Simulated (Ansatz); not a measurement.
(E)-2-chloro-1-fluoroprop-1-ene (C₃H₄ClF), SMILES C(=C(/C)Cl)/F.

The structure is a stationary point at PBE0-D3(BJ)/def2-SVP.

Two levels are set side by side: PBE/def2-SVPD (Ansatz, a first-principles code) and CAM-B3LYP/def2-SVPD (Ansatz). Energy differences of separate SCF runs at the same geometry; the states with an electron removed or added have multiplicity 2 and 2. Differences are taken from unrounded values.

```csv
quantity,CAM-B3LYP
vertical ionisation energy (eV),9.54
vertical singlet–triplet gap (eV),4.06
```

**Question.** What does PBE give, and how far is it from CAM-B3LYP? (The exact figures need the calculation; the answer reports its results.)

**Answer.** 
| quantity | PBE | PBE minus CAM-B3LYP |
|---|---|---|
| vertical ionisation energy (eV) | 9.22 | -0.32 |
| vertical singlet–triplet gap (eV) | 4.09 | 0.03 |
